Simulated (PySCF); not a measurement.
CH₆O₃Si, SMILES C[Si](O)(O)O (CAM-B3LYP/def2-SVP optimised geometry):

```
11

C     -1.429    -1.831     1.479
Si    -0.780    -0.938     0.000
O     -1.300     0.637     0.000
O     -1.307    -1.671    -1.391
O      0.879    -0.938     0.000
H     -2.512    -1.672     1.585
H     -1.248    -2.913     1.392
H     -0.938    -1.474     2.396
H     -0.612     1.306    -0.077
H     -1.747    -1.099    -2.028
H      1.300    -1.306    -0.784
```

Level of theory: CAM-B3LYP/def2-TZVP run with PySCF.

What are the frontier orbital energies and the dipole moment?

HOMO-2 -10.70 eV, HOMO-1 -10.68 eV, HOMO -10.06 eV, LUMO 1.34 eV, LUMO+1 2.52 eV; dipole moment 1.40 D.

On the same geometry PBE/def2-TZVP (PySCF) gives HOMO-2 -7.39 eV, HOMO-1 -7.37 eV, HOMO -6.99 eV, LUMO -0.26 eV, LUMO+1 0.78 eV; dipole moment 1.32 D.

Meta-Löwdin charges at CAM-B3LYP/def2-TZVP: C1 -0.64, Si2 1.49, O3 -0.77, O4 -0.77, O5 -0.78, H6 0.13, H7 0.13, H8 0.13, H9 0.36, H10 0.36, H11 0.36.
